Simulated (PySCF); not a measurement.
C6H8O3.
Atom-mapped SMILES: `[CH2:1]=[CH:2][O:3]/[CH:4]=[CH:5]\[O:6][C:7]([CH3:8])=[O:9]` (hydrogens: H10, H11 on C1; H12 on C2; H13 on C4; H14 on C5; H15, H16, H17 on C8)

Structure optimised with GFN2-xTB, isolated species.

Question: What internal coordinates does the optimisation give?

Answer: 
```json
{"bond": "C1=C2", "length (pm)": "132.3", "order": "double"}
{"bond": "C2–O3", "length (pm)": "135.7", "order": "single"}
{"bond": "O3–C4", "length (pm)": "135.2", "order": "single"}
{"bond": "C4=C5", "length (pm)": "133.1", "order": "double"}
{"bond": "C5–O6", "length (pm)": "137.6", "order": "single"}
{"bond": "O6–C7", "length (pm)": "134.6", "order": "single"}
{"bond": "C7–C8", "length (pm)": "150.3", "order": "single"}
{"bond": "C7=O9", "length (pm)": "120.2", "order": "double"}
{"bond": "C1–H10", "length (pm)": "107.3", "order": "single"}
{"bond": "C1–H11", "length (pm)": "107.4", "order": "single"}
{"bond": "C2–H12", "length (pm)": "108.6", "order": "single"}
{"bond": "C4–H13", "length (pm)": "108.4", "order": "single"}
{"bond": "C5–H14", "length (pm)": "108.0", "order": "single"}
{"bond": "C8–H15, C8–H16, C8–H17", "length (pm)": "108.6", "order": "single"}
```

Bonds in one row agree within 1 pm and their mean is given. Orders are formal, as drawn. A selection of angles:
```json
{"angle": "C1–C2–O3", "degrees": "121.9"}
{"angle": "C2–O3–C4", "degrees": "118.2"}
{"angle": "O3–C4–C5", "degrees": "123.3"}
{"angle": "C4–C5–O6", "degrees": "122.2"}
{"angle": "C5–O6–C7", "degrees": "118.1"}
{"angle": "O6–C7–C8", "degrees": "110.3"}
{"angle": "O6–C7–O9", "degrees": "123.9"}
{"angle": "C8–C7–O9", "degrees": "125.8"}
```

Torsions: C1–C2–O3–C4 180° (antiperiplanar); C2–O3–C4–C5 180° (antiperiplanar); O3–C4–C5–O6 0° (synperiplanar); C4–C5–O6–C7 180° (antiperiplanar); C5–O6–C7–C8 180° (antiperiplanar).

The 9 heavy atoms lie in one plane (0.000 Å rms). O3 (ether oxygen) is bent (angle 118.2°). The C–O distances run from 1.202 Å (C7=O9, drawn double) to 1.376 Å (C5–O6, drawn single), a spread of 0.174 Å. The C–C distances run from 1.323 Å (C1=C2, drawn double) to 1.503 Å (C7–C8, drawn single), a spread of 0.180 Å. O6 (ester single-bonded oxygen) is bent (angle 118.1°). Of the pairs four or more bonds apart, O9···H14 is among the closest relative to their van der Waals radii: 2.30 Å, 85 % of the sum of Bondi's values.

Point group: Cs (tolerance 0.08 Å). Stationary, but not proved a minimum. One conformer, not necessarily the lowest.

These are computed values.
